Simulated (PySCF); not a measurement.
## Solvent effects on NMR parameters

Geometry:
| atom | x (Å) | y (Å) | z (Å) |
| --- | --- | --- | --- |
| C1 | 1.888 | 1.085 | 0.471 |
| O2 | 0.820 | 0.229 | 0.759 |
| C3 | 0.205 | -0.356 | -0.357 |
| C4 | 0.848 | -1.678 | -0.744 |
| C5 | -1.257 | -0.539 | 0.016 |
| S6 | -1.902 | 1.053 | 0.555 |
| O7 | -1.770 | 1.230 | 1.981 |
| O8 | -1.485 | 2.068 | -0.391 |
| Cl9 | -3.955 | 0.701 | 0.194 |
| H10 | 1.564 | 1.927 | -0.169 |
| H11 | 2.727 | 0.562 | -0.025 |
| H12 | 2.249 | 1.488 | 1.426 |
| H13 | 0.244 | 0.344 | -1.214 |
| H14 | 1.900 | -1.520 | -1.020 |
| H15 | 0.816 | -2.379 | 0.103 |
| H16 | 0.339 | -2.134 | -1.606 |
| H17 | -1.396 | -1.216 | 0.870 |
| H18 | -1.872 | -0.856 | -0.836 |

GIAO PBE0/pcSseg-1 in PySCF 2.14.0 with density-fitted response routines on one PBE0-D3(BJ)/def2-SVP conformer, non-relativistic, equivalent nuclei averaged. Solvents enter as an IEF-PCM continuum (cyclohexane with ε = 2.0, dichloromethane with ε = 8.9) around the gas-phase geometry. Shifts are referred to TMS, CS2 computed in the same medium.

Gas phase, δ in ppm: C5 81.5, C3 72.8, C1 57.1, C4 16.6, S6 362.9, H17 3.59, H13 3.51, H18 3.28, H10/H11/H12 3.27, H14/H15/H16 1.09. Dipole moment 4.86 D.

(1) How does each δ change in the continuum?

(2) Which of the listed nuclei move most (in ppm), and what does the model miss? (N and O are left out, as their reference compounds move with the solvent too.)

## Answers

(1) 
| atoms | environment | Δδ, cyclohexane | Δδ, dichloromethane |
| --- | --- | --- | --- |
| C5 | sp3 CH2 bonded to S | +1.5 | +3.4 |
| C3 | sp3 CH bonded to O | +0.8 | +1.8 |
| C1 | methyl carbon bonded to O | +0.4 | +0.9 |
| C4 | methyl carbon | +0.2 | +0.4 |
| S6 | sulfonyl sulfur | +5.5 | +12.0 |
| H17 | hydrogen on an sp3 CH2 bonded to S | +0.18 | +0.36 |
| H13 | hydrogen on an sp3 CH bonded to O | +0.06 | +0.14 |
| H18 | hydrogen on an sp3 CH2 bonded to S | +0.19 | +0.46 |
| H10/H11/H12 | hydrogen on a methyl carbon bonded to O | +0.03 | +0.05 |
| H14/H15/H16 | hydrogen on a methyl carbon | +0.06 | +0.11 |

Changes are relative to the gas phase. The dipole moment becomes 5.35 D in cyclohexane, 5.94 D in dichloromethane.

(2) S6 (sulfonyl sulfur, +12.0 ppm) in dichloromethane. A continuum only polarises the solute; specific hydrogen bonds, the anisotropy of aromatic solvents and changes of geometry or conformer are outside it.
